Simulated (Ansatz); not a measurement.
A nudged elastic band was laid between two geometries of AlCl$_{2}$H$_{3}$OS (8 atoms, charge 0, multiplicity 1).

All numbers below come from RKS PBE-D4/6-31G* (Ansatz 0.2.0).

* movable images: 7
* climbing image: yes
* spring: 5.0 eV/Å²
* optimiser: lbfgs
* start path: through a guess of the saddle point
* force threshold: 0.05 eV/Å
* iteration limit: 60
* end points: relaxed
* largest step: 0.5 Å

Initial state:

```xyz
8
Properties=species:S:1:pos:R:3
Al -0.007 0.145 0.247
O -0.104 -0.355 1.906
H -0.401 -1.264 2.094
Cl 1.654 -0.485 -0.934
Cl -1.809 0.538 -0.824
S 0.705 2.444 0.839
H 1.682 2.033 1.692
H -0.206 2.576 1.841
```

Final state:

```xyz
8
Properties=species:S:1:pos:R:3
Al 0.219 0.624 0.130
O -0.181 -0.140 1.938
H -1.101 -0.491 1.960
Cl 1.838 -0.539 -0.595
Cl -1.719 0.287 -0.710
S 0.630 2.711 0.787
H 1.980 2.539 0.808
H -0.151 0.640 2.543
```

Task: What changes between the two ends?

Result: Bonds broken: S6–H8. Bonds formed: O2–H8.

Task: Give the energies along the band, and the barrier.

Result: The forces met the threshold. The highest image is number 4 of 0 to 8, 0.215 eV above the first end and 0.509 eV above the last; the last end lies 0.295 eV below the first. Another band between the same ends (7 images) ends at a top of the same energy, where a vibrational analysis finds 1 clearly imaginary mode. The orbitals stay closed-shell, which can raise the energy where a bond breaks towards radicals; this wasn't checked here.

```tsv
image	path coordinate (Å)	energy (eV)	S6–H8 (Å)	O2–H8 (Å)
0	0.00	0.000	1.36	2.93
1	0.47	0.010	1.36	2.64
2	0.95	0.039	1.37	2.30
3	1.44	0.105	1.39	1.90
4	1.92	0.215	1.56	1.42
5	2.28	-0.039	1.93	1.09
6	2.63	-0.227	2.32	1.01
7	2.99	-0.280	2.60	0.99
8	3.34	-0.295	2.83	0.99
```

Task: What is the geometry of the highest image?

Result: 
```xyz
8
Properties=species:S:1:pos:R:3
Al 0.079 0.350 0.108
O -0.012 -0.164 1.859
H -0.847 -0.568 2.172
Cl 1.791 -0.341 -0.921
Cl -1.824 0.331 -0.828
S 0.447 2.487 1.144
H 1.785 2.294 1.307
H 0.097 1.243 2.019
```

Run time: 11 min on 2 threads of Arm Neoverse V2 (shared host), peak memory 0.14 GiB.
